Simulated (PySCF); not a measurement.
GeF3Br, SMILES [F][Ge]([F])([F])[Br].

Geometry: B3LYP-D3(BJ)/def2-SVP.

Two levels are set side by side: TDA-PBE/def2-SVPD (PySCF) and TDA-CAM-B3LYP/def2-SVPD (PySCF). Vertical, same geometry. The lowest singlet is HOMO→LUMO 99 % with PBE and HOMO→LUMO 97 % with the other functional; states are paired by order. Differences are taken from unrounded values.

```tsv
quantity	TDA-CAM-B3LYP
lowest singlet excitation (eV)	5.95
lowest triplet excitation (TDA) (eV)	5.36
first bright state (f over 0.05) (eV)	8.36
its oscillator strength	0.22
```

Q: What does TDA-PBE give, and how far is it from TDA-CAM-B3LYP? (Estimate from the structure and the level; the computed values follow.)

A: 
```csv
quantity,TDA-PBE,TDA-PBE minus TDA-CAM-B3LYP
lowest singlet excitation (eV),5.27,-0.68
lowest triplet excitation (TDA) (eV),4.80,-0.57
first bright state (f over 0.05) (eV),7.29,-1.06
its oscillator strength,0.15,-0.07
```

Functionals without exact exchange tend to place singlet excitations lower, as here. Differences between two approximate levels are no errors against the true value.

Rough cost on one machine, each run with all the roots and properties that it gave: TDA-CAM-B3LYP against TDA-PBE about 4 times.
